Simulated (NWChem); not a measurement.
System: CdS; SMILES [S]=[Cd]

Here is an NWChem input.

```
start job
memory heap 200 mb stack 900 mb global 1100 mb
geometry units angstroms
  Cd     0.000000     0.000000    -0.563692
  S      0.000000     0.000000     1.682090
end
basis spherical
  * library def2-tzvpd
end
ecp
  Cd library def2-ecp
end
dft
  xc pbe0
  iterations 150
end
driver
  maxiter 120
end
task dft optimize
dft
  grid fine
  convergence energy 1d-8 density 1d-7
end
task dft freq numerical
```

def2 effective core potentials on Cd; no spin-orbit coupling.

The level has its own optimisation; frequencies are unscaled.

What results follow from this input? (PBE0/def2-TZVPD with def2 effective core potentials on Cd.) Quantities: basis functions; r Cd–S (Å); highest harmonic frequency (cm⁻¹); zero-point energy (kcal/mol).

The number of basis functions comes out as 86, the r Cd–S (Å) comes out as 2.241 and the highest harmonic frequency (cm⁻¹) is 386. The zero-point energy (kcal/mol) comes out as 0.6.
